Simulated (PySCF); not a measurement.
## wB97X-V on Ne (neon, neutral)

Configuration: [Ne], closed-shell 1S. Computed with PySCF 2.14 in aug-cc-pCVQZ-DK (9s8p6d4f2g, 109 functions), with the spin-free X2C one-electron Hamiltonian (Gaussian nucleus).

```json
{
  "Total energy": "-129.0732 hartree",
  "One-electron energy": "-182.5609 hartree",
  "Hartree (Coulomb) energy": "65.9672 hartree",
  "Exchange-correlation energy": "-12.4795 hartree",
  "⟨S²⟩": "0.0000",
  "⟨L²⟩": "0.000",
  "Sum of ⟨r⟩": "7.977 bohr",
  "Sum of ⟨r²⟩": "9.728 bohr²",
  "Langevin diamagnetic susceptibility": "-7.70 ×10⁻⁶ cm³/mol"
}
```

```tsv
shell	electrons	mean orbital energy (eV)	rms radius, mean of both spins (bohr)
1s	2	-845.44	0.183
2s	2	-43.120	0.991
2p	6	-18.567	1.13
```
